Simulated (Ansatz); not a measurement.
C₄H₂F₃O₂ (SMILES O=C(C=[C]O)C(F)(F)F), doublet, at a GFN2-xTB geometry. Base run: R2SCAN/6-31G** (Ansatz, a first-principles code).

Here is a job for Ansatz.
Ansatz 0.2 input:
```yaml
crystal:
  periodic: [false, false, false]
  atoms:
    - {symbol: O, position_ang: [0.82789346, 1.23179624, 0.36035721]}
    - {symbol: C, position_ang: [0.28479060, 0.17548767, 0.04107469]}
    - {symbol: C, position_ang: [0.94444449, -1.00447552, -0.38586818]}
    - {symbol: C, position_ang: [2.30150257, -0.89639379, -0.42666776]}
    - {symbol: O, position_ang: [3.00283525, 0.10472525, -0.13516509]}
    - {symbol: C, position_ang: [-1.25906103, 0.06198459, 0.09139805]}
    - {symbol: F, position_ang: [-1.63968948, -0.90302803, 0.93919210]}
    - {symbol: F, position_ang: [-1.75514222, -0.25781263, -1.11120989]}
    - {symbol: F, position_ang: [-1.83737272, 1.19220159, 0.47950405]}
    - {symbol: H, position_ang: [0.40015599, -1.89020288, -0.64832010]}
    - {symbol: H, position_ang: [2.41379458, 0.89616470, 0.15978629]}
basis:
  gaussian:
    orbitals: 6-31G__.json
hamiltonian:
  xc: r2scan
magnetization: {spin_polarized: true, initial_magnetization: 1}
```
The basis file holds 6-31G** in the JSON format of the Basis Set Exchange.

Variants of this job, named by their change:

| change | ΔE vs base (µEh) |
|---|---|
| base | 0.0 |
| point_charge = charge:-1.0 position_ang:2.987, -0.5222, -5.0623 | -4160 |
| final_grid = 10, 20, 41 | 19.8 |
| point_charge = charge:1.0 position_ang:0.5182, 3.3408, 4.4423 | -4662 |
| final_grid = 6, 12, 29 | -567 |
| forces = on | 0.0 |
| final_grid = 14, 28, 59 | 3.5 |
| fitting.mean_field = def2-universal-JKFIT | -160 |
| lower_state_search = full | 0.0 |
| point_charge = charge:0.5 position_ang:2.004, 5.2163, -1.0626 | -1196 |
| fitting.mean_field = cc-pVTZ-JKFIT | -137 |
